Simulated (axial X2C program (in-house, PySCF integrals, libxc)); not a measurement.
Bond lengths and stretching modes, held linear, of CuNC

Computed with an in-house all-electron X2C program for linear molecules (integrals from PySCF): two-component X2C with atomic mean-field Coulomb and Gaunt terms, Gaussian nuclei, basis Cu dyall-v3z, N dyall-av3z, C dyall-v3z with contracted cores. Spin-free rows use the one-electron spin-free X2C Hamiltonian.

Masses Cu 62.930, N 14.003, C 12.000 u. States: 2c Ω = 0 (all partner blocks equally filled); spin-free M_S = 0, Λ = 0 (closed shell).

MP2, spin-free: energies above the lowest point

```tsv
r(Cu–N) (Å)	r(N–C) (Å)	E (meV)
1.7365	1.1427	90.39
1.7365	1.1720	0.00
1.7365	1.2013	1.16
1.7810	1.1427	90.26
1.7810	1.1720	0.78
1.7810	1.2013	2.79
1.7810	1.2306	79.78
1.8255	1.1427	124.52
1.8255	1.1720	35.65
1.8255	1.2013	38.17
1.8700	1.1720	97.02
1.8700	1.2306	177.54
```

Task: Fit a quadratic surface with cubic terms in each bond: where is the minimum, and what are the two stretching wavenumbers?

Result: At MP2, spin-free: bonds 1.757 and 1.186 Å; harmonic stretches 522.1 and 2065.6 cm⁻¹; force constants 3.08, 15.6 and coupling 0.07 mdyn/Å.

The other levels and Hamiltonians give:

```csv
Hamiltonian,level,r(Cu–N) (Å),r(N–C) (Å),lower stretch (cm⁻¹),upper stretch (cm⁻¹)
2c,PBE0,1.778,1.171,512.8,2174.3
2c,HF,1.878,1.151,431.1,2319.4
2c,BHandHLYP,1.807,1.159,497.1,2246.3
2c,MP2,1.757,1.186,521.8,2065.7
spin-free,PBE0,1.779,1.171,512.8,2174.2
spin-free,HF,1.878,1.151,431.3,2319.3
spin-free,BHandHLYP,1.807,1.159,497.1,2246.2
```

Each state is one determinant, the lowest of a limited PBE0 search; the stretches come from a fit to these few points and carry an uncertainty of a few per cent. Other orders of the atoms were not compared. The levels spread by more than a fifth, so the stretches depend strongly on the method. MP2 freezes inner shells (threshold -2 hartree). The molecule was held linear; bending was not examined, so a bent shape may lie lower.
